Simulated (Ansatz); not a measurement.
Correlation energies of C7H18FHfNO, SMILES `C[N](C)[Hf]([OH])([F])[CH2]C(C)(C)C` by basis set

```xyz
29

C    -2.472    1.768   -0.126
N    -1.914    0.620   -0.799
C    -1.584    0.896   -2.177
Hf   -1.613   -1.175    0.088
O    -2.873   -1.400    1.528
F    -1.445   -2.562   -1.235
C     0.362   -1.057    1.139
C     1.589   -0.384    0.506
C     1.770   -0.871   -0.930
C     2.847   -0.728    1.304
C     1.407    1.132    0.505
H    -3.383    2.127   -0.626
H    -2.736    1.525    0.907
H    -1.759    2.605   -0.099
H    -0.811    1.675   -2.261
H    -2.462    1.242   -2.740
H    -1.206    0.001   -2.680
H    -3.533   -1.787    2.094
H     0.599   -2.120    1.327
H     0.184   -0.631    2.137
H     2.676   -0.453   -1.379
H     1.845   -1.961   -0.972
H     0.929   -0.569   -1.564
H     3.024   -1.807    1.306
H     3.733   -0.241    0.883
H     2.746   -0.404    2.344
H     1.293    1.510    1.525
H     0.516    1.418   -0.061
H     2.272    1.630    0.058
```

Charge 0, multiplicity 1. Correlated methods include outer-core shells of Hf, which these sets cover unevenly. Hf: def2 effective core potential. The structure was optimised at the PBE0-D4/def2-TZVP level. It is one conformer, not always the lowest. Frozen core, restricted reference, Ansatz 0.2.0.

| basis | HF (Eh) | MP2 corr. |
| --- | --- | --- |
| def2-SVP | -551.57940 | -1.80304 |
| def2-TZVPP | -552.17673 | -2.28196 |
| def2-QZVPP | -552.20088 | -2.46482 |

Q: Estimate the CCSD correlation energy and the (T) correction in each basis where they were run (hartree).

A: 
```json
{"basis": "def2-SVP", "CCSD corr.": "-1.90332", "(T)": "-0.05823"}
{"basis": "def2-TZVPP", "CCSD corr.": "-2.35434", "(T)": "-0.09513"}
```
